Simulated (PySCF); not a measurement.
# Radial density of Te²⁺ (tellurium, charge +2)

UHF, [Kr] 4d10 5s1 5p2 6s1, high-spin 5P determinant (an excited configuration). Computed with PySCF 2.14 in aug-cc-pwCVTZ-PP with ECP28MDF, with a scalar-relativistic core potential. This is the valence pseudo-density: the core potential removes the inner electrons and smooths the orbitals near the nucleus.

```tsv
r (bohr)	4πr²ρ (e/bohr)	4πr²(ρα − ρβ)
0.00219	2.325e-05	0.0000
0.00369	6.412e-05	0.0000
0.00621	0.0001692	0.0000
0.0104	0.0004031	0.0001
0.0176	0.0008090	0.0001
0.0295	0.001382	0.0002
0.0497	0.001898	0.0003
0.0836	0.003753	0.0003
0.141	0.02566	0.0005
0.236	0.3414	0.0058
0.398	5.241	0.1386
0.669	25.09	0.3622
1.13	13.06	0.2462
1.89	2.788	1.9687
3.18	0.6995	0.6950
5.35	0.2086	0.2086
9.01	0.005844	0.0058
```

Energies and moments cover only the electrons outside the core potential. The outer electron is Rydberg-like, and this basis confines it to a smaller radius and binds it less than a complete one would.
